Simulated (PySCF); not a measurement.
H5Sn, SMILES [SnH5-], charge -1.

Geometry: B3LYP-D3(BJ)/def2-TZVPD. The def2 effective core potentials stand for the cores of Sn; spin–orbit coupling is left out.

Level of theory: PySCF with r2SCAN/def2-TZVPD.

Symmetry labels are those of the subgroup C2v that the program uses (full group D3h).

Computed valence orbital energies around the gap with their symmetry:
```json
[
 {"orbital": "HOMO−7", "symmetry": "A1", "energy (eV)": "-20.42"},
 {"orbital": "HOMO−6", "symmetry": "A2", "energy (eV)": "-20.34"},
 {"orbital": "HOMO−5", "symmetry": "B2", "energy (eV)": "-20.34"},
 {"orbital": "HOMO−4", "symmetry": "A1", "energy (eV)": "-7.61"},
 {"orbital": "HOMO−3", "symmetry": "A1", "energy (eV)": "-2.89"},
 {"orbital": "HOMO−2", "symmetry": "B1", "energy (eV)": "-2.89"},
 {"orbital": "HOMO−1", "symmetry": "B2", "energy (eV)": "-2.46"},
 {"orbital": "HOMO", "symmetry": "A1", "energy (eV)": "0.40"},
 {"orbital": "LUMO", "symmetry": "A1", "energy (eV)": "3.63"},
 {"orbital": "LUMO+1", "symmetry": "A1", "energy (eV)": "4.92"},
 {"orbital": "LUMO+2", "symmetry": "B1", "energy (eV)": "4.92"},
 {"orbital": "LUMO+3", "symmetry": "A2", "energy (eV)": "5.87"}
]
```
